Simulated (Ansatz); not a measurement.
Geometry optimisation, RKS PBE-D4/def2-SVP (Ansatz 0.2.0).

input.yaml

```yaml
crystal:
  periodic: [false, false, false]
  atoms:
    - { symbol: B, position_ang: [-0.40335, 1.30495, -0.57727] }
    - { symbol: C, position_ang: [0.55178, 0.32162, 0.23611] }
    - { symbol: "N", position_ang: [0.10984, -0.96078, 0.31505] }
    - { symbol: C, position_ang: [-0.32599, -2.0173, 0.33819] }
    - { symbol: H, position_ang: [-0.04872, 2.40675, -0.67469] }
    - { symbol: H, position_ang: [-1.39953, 0.9195, -1.03665] }
    - { symbol: H, position_ang: [1.54907, 0.31979, -0.22036] }
    - { symbol: H, position_ang: [0.67918, 0.71046, 1.25416] }
    - { symbol: H, position_ang: [-0.71228, -3.00501, 0.36547] }
total_charge: 1
basis:
  gaussian: { orbitals: def2-SVP }
hamiltonian:
  xc: pbe
  dispersion: d4
relax:
  f_tol: 0.02
  max_steps: 50
```

Run as:

```bash
$ ansatz run input.yaml --threads 1 --pin off --max-ram 2048MiB --backend cpu --events-out ev --progress --plain --runs-dir out
```

**Question.** Where does it end, and by what steps?

**Answer.** It converged. Limits of this set-up: the dipole of an ion depends on the origin. After 6 steps the energy has fallen by 0.161 eV; H9 moved furthest, 0.10 Å.

| step | energy less start (eV) | largest force component (eV/Å) | accepted |
| --- | --- | --- | --- |
| 0 | 0.0000 | 1.420 | yes |
| 1 | -0.1416 | 0.934 | yes |
| 2 | -0.1590 | 0.315 | yes |
| 3 | -0.1605 | 0.118 | yes |
| 4 | -0.1607 | 0.081 | yes |
| 5 | -0.1609 | 0.050 | yes |
| 6 | -0.1611 | 0.011 | yes |

```xyz
9
Properties=species:S:1:pos:R:3
B -0.405 1.339 -0.586
C 0.542 0.342 0.225
N 0.090 -0.997 0.313
C -0.321 -2.077 0.357
H -0.003 2.475 -0.652
H -1.437 0.955 -1.082
H 1.557 0.335 -0.239
H 0.682 0.729 1.262
H -0.706 -3.102 0.401
```

Run time: 14 s on 1 CPU thread of a shared host.
